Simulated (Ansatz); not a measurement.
This geometry of CH₄BNO (8 atoms, charge 0, multiplicity 1) is a first-order saddle point.

Theory: Ansatz, RKS B3LYP-D4/6-31G*.

```xyz
8
Properties=species:S:1:pos:R:3
N -0.799 1.326 -0.502
B 0.001 0.140 -0.293
C 0.615 -1.051 0.450
O 0.822 -0.623 -1.013
H -1.785 1.148 -0.316
H -0.528 2.075 0.134
H 0.133 -2.027 0.518
H 1.541 -0.987 1.021
```

(1) Which two structures does it join? (They come from a converged band through this point; their orientation in space is the band's.)

(2) How far does it lie above each of them?

Results:

(1) No bond is made or broken. The dihedral H6–N1–B2–O4 goes from -180 to 0°. The two ends are copies of one structure, up to a mirror image or an exchange of like atoms.

Image 0:

```xyz
8
Properties=species:S:1:pos:R:3
N -0.878 1.213 -0.284
B -0.092 0.071 -0.190
C 0.769 -0.979 0.484
O 0.381 -0.918 -0.983
H -1.290 1.521 -1.154
H -1.085 1.802 0.508
H 0.353 -1.853 0.986
H 1.842 -0.857 0.634
```

Image 8:

```xyz
8
Properties=species:S:1:pos:R:3
N -0.878 1.213 -0.283
B -0.092 0.071 -0.191
C 0.769 -0.979 0.484
O 0.381 -0.918 -0.984
H -1.085 1.802 0.508
H -1.290 1.522 -1.153
H 0.353 -1.854 0.985
H 1.842 -0.858 0.633
```

(2) 0.70 eV above the first and 0.70 eV above the second. This is the barrier of this one path; another mechanism may lie lower.

The run took 5.4 min on 1 thread of Intel(R) Xeon(R) Processor @ 2.70GHz, with other jobs on the host, peak memory 0.14 GiB.
